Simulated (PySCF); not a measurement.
# Computed records: CH5AlGeO, AlClGeH2O, CH4BGe, CH4BGeO and others

All values are calculated (PySCF 2.14.0). Calculation on a computer-drawn molecule: the log of a Hartree-Fock and frozen-core CCSD(T) single point meant for a local Hartree-Fock minimum, with one planted fault or none, to be diagnosed. Offsets are logged minus clean, where the clean run is the same molecule without the fault. The reference is restricted for singlets and unrestricted otherwise, and also for a bond in bohr or an excited solution. Adding or removing an electron swaps singlet and doublet. The excited solution moves the top pair (singlet) or top alpha electron (doublet) to the lowest empty orbital. Highest occupied and lowest empty are orbital energies over both spins, largest force is the largest gradient component, triples share is (T) over the correlation energy, the T1 limit is 0.02 restricted and 0.045 unrestricted, electrons count all cores, a negative frequency is imaginary (commonest isotopes), and the dipole is about the centre of nuclear charge; on germanium a core potential holds 10 electrons, which the energies leave out, and 3d is frozen in MP2 and coupled-cluster steps.

Common to all runs: meant multiplicity 1; meant basis and core potential on germanium cc-pVDZ-PP ECP10MDF; logged SCF converged yes; possible faults no fault, one electron removed, one electron added, multiplicity raised by two, geometry at a saddle point, SCF held on an excited solution, minimal basis STO-3G, one bond length entered in bohr, all coordinates scaled.

```json
{"entry": 1, "formula": "CH5AlGeO", "logged_structure": {"atoms_angstrom": [["Al", -0.3331, 0.2986, 3.2884], ["O", -0.9469, -0.6401, 2.0411], ["C", -1.4304, -1.4933, 1.0517], ["Ge", -2.3333, -0.4569, -0.3671], ["H", -2.1345, -2.2109, 1.4815], ["H", -0.6101, -2.0692, 0.6148], ["H", -1.3408, 0.5295, -0.9947], ["H", -3.5019, 0.3316, 0.2367], ["H", -2.8712, -1.392, -1.4612]]}, "given": {"meant_charge": 0, "meant_basis": "cc-pV(D+d)Z", "logged_electrons": 64, "logged_basis_functions": 99, "logged_spin_squared": 2.0023, "logged_highest_occupied [eV]": -5.8745, "logged_lowest_empty [eV]": -0.16783, "logged_largest_force [hartree/bohr]": 0.006347, "logged_T1_diagnostic": 0.016173, "logged_D1_diagnostic": 0.056657, "logged_triples_share": 0.02669, "logged_CC_converged": "yes", "logged_dipole_magnitude [debye]": 0.66093, "logged_SCF_stable_within_its_kind": "yes", "logged_energy_HF [hartree]": -650.87138, "logged_energy_CCSD(T) [hartree]": -651.37375, "drawn_bonds_atom": [1, 2, 3, 3, 3, 4, 4, 4], "drawn_bonds_other_atom": [2, 3, 4, 5, 6, 7, 8, 9], "drawn_bonds_order": [1, 1, 1, 1, 1, 1, 1, 1]}, "results": {"planted_fault": "multiplicity raised by two", "HF_energy_offset_from_clean_run [kcal/mol]": 56.35, "CCSD(T)_energy_offset_from_clean_run [kcal/mol]": 77.56}}
{"entry": 2, "formula": "AlClGeH2O", "logged_structure": {"atoms_angstrom": [["Al", -1.4246, 1.7496, 0.8536], ["O", -0.862, 0.17, 0.5647], ["Ge", -0.0915, -1.3927, 0.4763], ["Cl", 1.518, -1.4252, 1.9357], ["H", 0.5506, -1.5838, -0.8873], ["H", -1.0698, -2.4828, 0.8797]]}, "given": {"meant_charge": 0, "meant_basis": "cc-pV(D+d)Z", "logged_electrons": 73, "logged_basis_functions": 93, "logged_spin_squared": 0.774, "logged_highest_occupied [eV]": 0.65047, "logged_lowest_empty [eV]": 6.5593, "logged_largest_force [hartree/bohr]": 0.060804, "logged_CC_converged": "no", "logged_dipole_magnitude [debye]": 12.199, "logged_SCF_stable_within_its_kind": "yes", "logged_energy_HF [hartree]": -1070.90939, "drawn_bonds_atom": [1, 2, 3, 3, 3], "drawn_bonds_other_atom": [2, 3, 4, 5, 6], "drawn_bonds_order": [1, 1, 1, 1, 1]}, "results": {"planted_fault": "one electron added", "HF_energy_offset_from_clean_run [kcal/mol]": 26.05}, "notes": ["CCSD not converged", "highest electron not bound in this basis"]}
{"entry": 3, "formula": "CH4BGe", "logged_structure": {"atoms_angstrom": [["B", 0.9361, -1.6251, -0.5473], ["C", 0.6789, -0.6613, -1.5449], ["Ge", 0.8446, -1.0763, -3.3139], ["H", 1.1591, -2.455, 0.2507], ["H", 0.3766, 0.3494, -1.2822], ["H", 0.5678, -0.0404, -4.3748], ["H", 1.261, -2.4631, -3.746]]}, "given": {"meant_charge": 1, "meant_basis": "cc-pVDZ", "logged_electrons": 46, "logged_basis_functions": 71, "logged_spin_squared": 0.0, "logged_highest_occupied [eV]": -15.469, "logged_lowest_empty [eV]": -4.8551, "logged_largest_force [hartree/bohr]": 3.3639e-05, "logged_lowest_frequency [cm^-1]": 194.79, "logged_T1_diagnostic": 0.014737, "logged_D1_diagnostic": 0.037146, "logged_triples_share": 0.035775, "logged_CC_converged": "yes", "logged_dipole_magnitude [debye]": 2.3002, "logged_SCF_stable_within_its_kind": "yes", "logged_energy_HF [hartree]": -357.94286, "logged_energy_CCSD(T) [hartree]": -358.26845, "drawn_bonds_atom": [1, 2, 1, 2, 3, 3], "drawn_bonds_other_atom": [2, 3, 4, 5, 6, 7], "drawn_bonds_order": [1, 2, 1, 1, 1, 1]}, "results": {"planted_fault": "no fault", "HF_energy_offset_from_clean_run [kcal/mol]": 0.0, "CCSD(T)_energy_offset_from_clean_run [kcal/mol]": 0.0}}
{"entry": 4, "formula": "CH4BGeO", "logged_structure": {"atoms_angstrom": [["B", 0.0133, -1.1037, 1.9049], ["C", -0.4633, -0.9181, 0.5949], ["Ge", 0.5111, -0.0683, -0.6946], ["O", -0.072, 0.1555, -2.2846], ["H", 0.4324, -1.2466, 2.9907], ["H", -1.4494, -1.289, 0.3229], ["H", 1.8854, 0.5246, -0.5611], ["H", -0.9297, -0.1576, -2.5512]]}, "given": {"meant_charge": 1, "meant_basis": "cc-pVDZ", "logged_electrons": 54, "logged_basis_functions": 85, "logged_spin_squared": 0.0, "logged_highest_occupied [eV]": -15.514, "logged_lowest_empty [eV]": -4.0773, "logged_largest_force [hartree/bohr]": 1.6558e-05, "logged_lowest_frequency [cm^-1]": 123.01, "logged_T1_diagnostic": 0.017738, "logged_D1_diagnostic": 0.054172, "logged_triples_share": 0.031893, "logged_CC_converged": "yes", "logged_dipole_magnitude [debye]": 4.4826, "logged_SCF_stable_within_its_kind": "yes", "logged_energy_HF [hartree]": -432.83947, "logged_energy_CCSD(T) [hartree]": -433.35305, "drawn_bonds_atom": [1, 2, 3, 1, 2, 3, 4], "drawn_bonds_other_atom": [2, 3, 4, 5, 6, 7, 8], "drawn_bonds_order": [1, 2, 1, 1, 1, 1, 1]}, "results": {"planted_fault": "no fault", "HF_energy_offset_from_clean_run [kcal/mol]": 0.0, "CCSD(T)_energy_offset_from_clean_run [kcal/mol]": 0.0}}
{"entry": 5, "formula": "CH4BGeO", "logged_structure": {"atoms_angstrom": [["B", 0.0133, -1.1037, 1.9049], ["C", -0.4633, -0.9181, 0.5949], ["Ge", 0.5111, -0.0683, -0.6946], ["O", -0.072, 0.1555, -2.2846], ["H", 0.4324, -1.2466, 2.9907], ["H", -1.4494, -1.289, 0.3229], ["H", 3.108, 1.0521, -0.4422], ["H", -0.9297, -0.1576, -2.5512]]}, "given": {"meant_charge": 1, "meant_basis": "cc-pVDZ", "logged_electrons": 54, "logged_basis_functions": 85, "logged_spin_squared": 0.891, "logged_highest_occupied [eV]": -15.521, "logged_lowest_empty [eV]": -5.3478, "logged_largest_force [hartree/bohr]": 0.013496, "logged_T1_diagnostic": 0.034234, "logged_D1_diagnostic": 0.13902, "logged_triples_share": 0.037623, "logged_CC_converged": "yes", "logged_dipole_magnitude [debye]": 4.5693, "logged_SCF_stable_within_its_kind": "yes", "logged_energy_HF [hartree]": -432.73347, "logged_energy_CCSD(T) [hartree]": -433.23108, "drawn_bonds_atom": [1, 2, 3, 1, 2, 3, 4], "drawn_bonds_other_atom": [2, 3, 4, 5, 6, 7, 8], "drawn_bonds_order": [1, 2, 1, 1, 1, 1, 1]}, "results": {"planted_fault": "one bond length entered in bohr, row 6 of the drawn bonds", "HF_energy_offset_from_clean_run [kcal/mol]": 66.51, "CCSD(T)_energy_offset_from_clean_run [kcal/mol]": 76.54}}
{"entry": 6, "formula": "AlBGeH3O", "logged_structure": {"atoms_angstrom": [["B", -1.8145, 0.1887, 0.7968], ["Ge", -0.2368, 0.1874, 2.209], ["Al", 1.8743, 0.4012, 0.8702], ["O", 2.9463, 0.5408, -0.2611], ["H", -2.696, 0.1893, 0.0066], ["H", -0.6039, 1.3894, 3.0659], ["H", -0.4544, -1.152, 2.8963]]}, "given": {"meant_charge": 1, "meant_basis": "cc-pV(D+d)Z", "logged_electrons": 60, "logged_basis_functions": 89, "logged_spin_squared": 0.0, "logged_highest_occupied [eV]": -14.591, "logged_lowest_empty [eV]": -5.9756, "logged_largest_force [hartree/bohr]": 8.3568e-06, "logged_lowest_frequency [cm^-1]": 61.456, "logged_T1_diagnostic": 0.037488, "logged_D1_diagnostic": 0.10634, "logged_triples_share": 0.042301, "logged_CC_converged": "yes", "logged_dipole_magnitude [debye]": 11.286, "logged_SCF_stable_within_its_kind": "yes", "logged_energy_HF [hartree]": -636.21627, "logged_energy_CCSD(T) [hartree]": -636.6702, "drawn_bonds_atom": [1, 2, 3, 1, 2, 2], "drawn_bonds_other_atom": [2, 3, 4, 5, 6, 7], "drawn_bonds_order": [1, 1, 2, 1, 1, 1]}, "results": {"planted_fault": "no fault", "HF_energy_offset_from_clean_run [kcal/mol]": 0.0, "CCSD(T)_energy_offset_from_clean_run [kcal/mol]": 0.0}, "notes": ["T1 above single-reference limit"]}
{"entry": 7, "formula": "CH7B2Ge", "logged_structure": {"atoms_angstrom": [["B", 0.7648, -3.1726, 0.7569], ["Ge", 0.6651, -1.0656, 1.0289], ["B", 1.7978, -0.0778, -0.4684], ["C", 1.7688, 1.4759, -0.5504], ["H", 0.8238, -4.3463, 0.6023], ["H", 1.1916, -0.985, 2.461], ["H", -0.8518, -0.8879, 1.0055], ["H", 2.3996, -0.7602, -1.2414], ["H", 1.4086, 2.0054, 0.3313], ["H", 1.08, 1.7072, -1.3793], ["H", 2.7395, 1.8773, -0.8518]]}, "given": {"meant_charge": 1, "meant_basis": "cc-pVDZ", "logged_electrons": 54, "logged_basis_functions": 100, "logged_spin_squared": 0.0, "logged_highest_occupied [eV]": -10.01, "logged_lowest_empty [eV]": -10.112, "logged_largest_force [hartree/bohr]": 0.10638, "logged_CC_converged": "no", "logged_dipole_magnitude [debye]": 4.0419, "logged_SCF_stable_within_its_kind": "no", "logged_energy_HF [hartree]": -383.91709, "drawn_bonds_atom": [1, 2, 3, 1, 2, 2, 3, 4, 4, 4], "drawn_bonds_other_atom": [2, 3, 4, 5, 6, 7, 8, 9, 10, 11], "drawn_bonds_order": [1, 1, 1, 1, 1, 1, 1, 1, 1, 1]}, "results": {"planted_fault": "SCF held on an excited solution", "HF_energy_offset_from_clean_run [kcal/mol]": 272.0}, "notes": ["CCSD not converged"]}
{"entry": 8, "formula": "CH5BGeN", "logged_structure": {"atoms_angstrom": [["B", 1.7629, 0.5732, 1.3882], ["Ge", 1.6867, 2.1972, 0.0564], ["C", 0.357, 1.389, -1.3517], ["N", -0.6469, 2.0581, -1.9387], ["H", 2.1911, -0.3358, 2.1128], ["H", 0.7703, 3.3021, 0.7827], ["H", 0.5398, 0.3552, -1.792], ["H", -0.9228, 3.0241, -1.6269], ["H", -1.207, 1.6492, -2.7304]]}, "given": {"meant_charge": 1, "meant_basis": "cc-pVDZ", "logged_electrons": 54, "logged_basis_functions": 90, "logged_spin_squared": 0.0, "logged_highest_occupied [eV]": -12.683, "logged_lowest_empty [eV]": -4.0332, "logged_largest_force [hartree/bohr]": 0.040229, "logged_T1_diagnostic": 0.029299, "logged_D1_diagnostic": 0.099424, "logged_triples_share": 0.039331, "logged_CC_converged": "yes", "logged_dipole_magnitude [debye]": 4.7431, "logged_SCF_stable_within_its_kind": "yes", "logged_energy_HF [hartree]": -412.94195, "logged_energy_CCSD(T) [hartree]": -413.46577, "drawn_bonds_atom": [1, 2, 3, 1, 2, 3, 4, 4], "drawn_bonds_other_atom": [2, 3, 4, 5, 6, 7, 8, 9], "drawn_bonds_order": [1, 2, 1, 1, 1, 1, 1, 1]}, "results": {"planted_fault": "all coordinates scaled, by +4.6 %", "HF_energy_offset_from_clean_run [kcal/mol]": 9.752, "CCSD(T)_energy_offset_from_clean_run [kcal/mol]": 4.537}, "notes": ["T1 above single-reference limit"]}
{"entry": 9, "formula": "C2H6BGe", "logged_structure": {"atoms_angstrom": [["B", -2.127, 1.3662, -1.4494], ["Ge", -0.8661, -0.176, -1.5826], ["C", 0.6415, 0.7178, -1.2029], ["C", -1.284, -2.0178, -1.9984], ["H", -2.7445, 2.3666, -1.3361], ["H", 0.627, 1.7828, -0.9968], ["H", 1.6236, 0.2578, -1.1599], ["H", -1.9732, -2.413, -1.2546], ["H", -1.726, -2.077, -2.9911], ["H", -0.3523, -2.5813, -1.9747]]}, "given": {"meant_charge": 1, "meant_basis": "cc-pVDZ", "logged_electrons": 53, "logged_basis_functions": 95, "logged_spin_squared": 0.756, "logged_highest_occupied [eV]": -21.626, "logged_lowest_empty [eV]": -12.111, "logged_largest_force [hartree/bohr]": 0.058392, "logged_T1_diagnostic": 0.016575, "logged_D1_diagnostic": 0.073919, "logged_triples_share": 0.028796, "logged_CC_converged": "yes", "logged_dipole_magnitude [debye]": 5.3201, "logged_SCF_stable_within_its_kind": "yes", "logged_energy_HF [hartree]": -396.46094, "logged_energy_CCSD(T) [hartree]": -396.90204, "drawn_bonds_atom": [1, 2, 2, 1, 3, 3, 4, 4, 4], "drawn_bonds_other_atom": [2, 3, 4, 5, 6, 7, 8, 9, 10], "drawn_bonds_order": [1, 2, 1, 1, 1, 1, 1, 1, 1]}, "results": {"planted_fault": "one electron removed", "HF_energy_offset_from_clean_run [kcal/mol]": 284.9, "CCSD(T)_energy_offset_from_clean_run [kcal/mol]": 324.7}}
{"entry": 10, "formula": "B2GeH6N", "logged_structure": {"atoms_angstrom": [["B", 0.6695, -0.3214, 1.1431], ["N", 0.7919, 0.407, 0.0813], ["Ge", -0.6957, 0.8087, -1.2483], ["B", -0.6975, 4.7105, -1.7734], ["H", 0.5007, -0.9867, 2.091], ["H", 1.687, 0.816, -0.1506], ["H", -0.259, -0.0658, -2.4118], ["H", -1.8635, 0.1962, -0.4876], ["H", 0.1419, 5.3859, -1.2654], ["H", -1.5563, 5.1705, -2.4573]]}, "given": {"meant_charge": 1, "meant_basis": "cc-pVDZ", "logged_electrons": 54, "logged_basis_functions": 95, "logged_spin_squared": 0.9192, "logged_highest_occupied [eV]": -12.823, "logged_lowest_empty [eV]": -4.3492, "logged_largest_force [hartree/bohr]": 0.0067239, "logged_T1_diagnostic": 0.028702, "logged_D1_diagnostic": 0.14599, "logged_triples_share": 0.029285, "logged_CC_converged": "yes", "logged_dipole_magnitude [debye]": 5.5607, "logged_SCF_stable_within_its_kind": "yes", "logged_energy_HF [hartree]": -400.3389, "logged_energy_CCSD(T) [hartree]": -400.78354, "drawn_bonds_atom": [1, 2, 3, 1, 2, 3, 3, 4, 4], "drawn_bonds_other_atom": [2, 3, 4, 5, 6, 7, 8, 9, 10], "drawn_bonds_order": [1, 1, 1, 1, 1, 1, 1, 1, 1]}, "results": {"planted_fault": "one bond length entered in bohr, row 3 of the drawn bonds", "HF_energy_offset_from_clean_run [kcal/mol]": 63.35, "CCSD(T)_energy_offset_from_clean_run [kcal/mol]": 76.82}}
```
